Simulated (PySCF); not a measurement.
CdH4N2, SMILES [NH2][Cd][NH2].

Coordinates come from a PBE0-D3(BJ)/def2-TZVP optimisation. The def2 effective core potentials stand for the cores of Cd; spin–orbit coupling is left out. The values are those of a single conformer.

Calculation: PBE/def2-TZVPD (PySCF).

The molecule is in vacuum.

The total energy is -279.58982 hartree and the point group is C2. The highest occupied level is -5.47 eV, the lowest empty level comes out as -1.49 eV and the orbital gap is 3.98 eV. The dipole moment is 1.33 D and the quadrupole, principal values (traceless, Buckingham form, about the centre of nuclear charge) comes out as -7.90, 1.89, 6.02 D·Å. The mean static polarisability is 55.4 bohr³ (8.21 Å³) and the polarisability, principal values is 43.7, 44.2, 78.1 bohr³.
